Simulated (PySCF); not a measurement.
An unknown shows these calculated signals:

$^{1}$H NMR (500 MHz, computed): δ 7.83 (m, 1H), 7.80 (m, 1H), 6.88 (m, 1H), 2.26 (m, 1H), 2.14 (m, 1H), 1.34 (m, 3H), 0.91 (m, 1H).

$^{13}$C{$^{1}$H} NMR (computed): δ 153.5 (CH), 148.4 (C), 135.0 (CH), 119.2 (CH), 25.3 (CH), 21.7 (CH2), 15.3 (CH3).

Non-relativistic Hamiltonian, in vacuum, equivalent nuclei averaged, one conformer. GFN2-xTB geometry; GIAO PBE0/pcSseg-1 shieldings; PySCF 2.14.0 with density-fitted response routines.

Shifts are taken against calculated references (same method and geometry level): TMS for $^{1}$H (31.72 ppm), $^{13}$C (186.93 ppm).

Task: Which of these does the molecule contain: a heteroaromatic ring, an NH or NH2 group, a non-aromatic C=C double bond, a (CH3)2CH unit, a three-membered ring?

Result: 
- A heteroaromatic ring: yes.
- An NH or NH2 group: no.
- A non-aromatic C=C double bond: no.
- A (CH3)2CH unit: no.
- A three-membered ring: yes.

The data belong to SMILES C[C@@H]1C[P@]1(=O)c1ccco1, C₇H₉O₂P; they needn't prove each group on their own.

Carbon signals by region: 4 in the sp2 and nitrile region (100–160 ppm), 3 below 50 ppm.

Splittings by $^{31}$P in the carbon and heteronuclear signals aren't shown, as no couplings were computed. Shifts are as computed. Against solution values, carbons near 30 ppm lie about +3 ppm off and those near 130 ppm about +5 ppm. Of 1211 compounds with measured shifts, 218 miss one by over three times the rms of a fit or turn the order of signals round; such compounds aren't used in these exercises. Multiplicities follow the n + 1 count of equivalent neighbours, as no J values were calculated; m marks all less simple cases, F and P coupling included.
